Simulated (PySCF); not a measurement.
Two species compared at the same levels of theory.

First species: CH₁₀GeSi₂.
Geometry (PBE0-D3(BJ)/def2-SVP, Å), atoms numbered from 1 in this order:
```
atom  x, y, z in Å
C1     1.815    1.262    0.151
Ge2    1.317   -0.562    0.661
Si3   -0.568   -1.281   -0.615
Si4   -2.354    0.192   -0.242
H5     2.090    1.300   -0.913
H6     2.672    1.603    0.749
H7     0.974    1.950    0.320
H8     0.952   -0.599    2.161
H9     2.512   -1.513    0.439
H10   -0.973   -2.671   -0.236
H11   -0.221   -1.273   -2.073
H12   -1.925    1.587   -0.575
H13   -2.744    0.154    1.202
H14   -3.549   -0.150   -1.074
```

Second species: C7H9NSe.
SMILES: `C=Cc1cn[se]c1CC`

Levels: PBE0/def2-SVPD for dipole moment, HOMO energy, LUMO energy, HOMO–LUMO gap, static isotropic polarisability and electronic spatial extent ⟨r²⟩ about the centre of nuclear charge; TDDFT PBE0/def2-SVPD for lowest singlet excitation; TDA PBE0/def2-SVPD for lowest triplet excitation (Tamm–Dancoff); ΔSCF PBE0/def2-SVPD for vertical ionisation energy; PBE0-D3(BJ)/def2-SVP for rotational constant A and rotational constant C. Geometries: PBE0-D3(BJ)/def2-SVP. All species are isolated and taken at one optimised geometry, non-relativistic unless stated. Electronic properties by PySCF.

Dipoles, sizes and rotational constants follow the conformer. The torsions of the flexible species, by atom-mapped SMILES:
- `[CH3:1][GeH2:2][SiH2:3][SiH3:4]`: C1–Ge2–Si3–Si4 -59°
- `[CH2:1]=[CH:2][c:3]1[cH:4][n:5][se:6][c:7]1[CH2:8][CH3:9]`: C1–C2–C3–C4 -11°, Se6–C7–C8–C9 97°

Values for the first species:

```
Dipole moment                                                     : 0.66 D
HOMO energy                                                       : -7.74 eV
LUMO energy                                                       : -0.17 eV
HOMO–LUMO gap                                                     : 7.57 eV
Lowest singlet excitation                                         : 6.58 eV
Lowest triplet excitation (Tamm–Dancoff)                          : 5.72 eV
Static isotropic polarisability                                   : 108.8 au
Vertical ionisation energy                                        : 9.50 eV
Electronic spatial extent ⟨r²⟩ about the centre of nuclear charge : 1160 bohr²
Rotational constant A                                             : 4.243 GHz
Rotational constant C                                             : 1.044 GHz
```

(1) Estimate the same properties for the second species, and the change in each.

Results:

(1) 
```
                                                         property       first      second  second less first
                                                    dipole moment      0.66 D      2.91 D            +2.25 D
                                                      HOMO energy    -7.74 eV    -6.57 eV           +1.17 eV
                                                      LUMO energy    -0.17 eV    -1.27 eV           -1.10 eV
                                                    HOMO–LUMO gap     7.57 eV     5.30 eV           -2.27 eV
                                        lowest singlet excitation     6.58 eV     4.66 eV           -1.92 eV
                         lowest triplet excitation (Tamm–Dancoff)     5.72 eV     3.12 eV           -2.60 eV
                                  static isotropic polarisability    108.8 au    119.0 au           +10.2 au
                                       vertical ionisation energy     9.50 eV     8.25 eV           -1.25 eV
electronic spatial extent ⟨r²⟩ about the centre of nuclear charge  1160 bohr²  1726 bohr²         +566 bohr²
                                            rotational constant A   4.243 GHz   1.596 GHz         -2.647 GHz
                                            rotational constant C   1.044 GHz   0.640 GHz         -0.404 GHz
```

On the first: S1 lies 0.99 eV below the HOMO–LUMO gap; its leading configuration is HOMO→LUMO, weight 0.75. The polarisability is 16.12 Å³ as a volume (1 au = 0.148185 Å³), or 1.43 au for each of the 76 electrons. Relativistic effects, spin–orbit coupling among them, are left out although an element past zinc is present.

On the second: No computed singlet falls in the visible range (750 to 380 nm, 1.65 to 3.26 eV); S1 lies 1.40 eV above its blue end. The ΔSCF ionisation energy exceeds −ε(HOMO) by 1.68 eV with PBE0. The calculation is non-relativistic and has no spin–orbit coupling, an omission that weighs most on selenium.
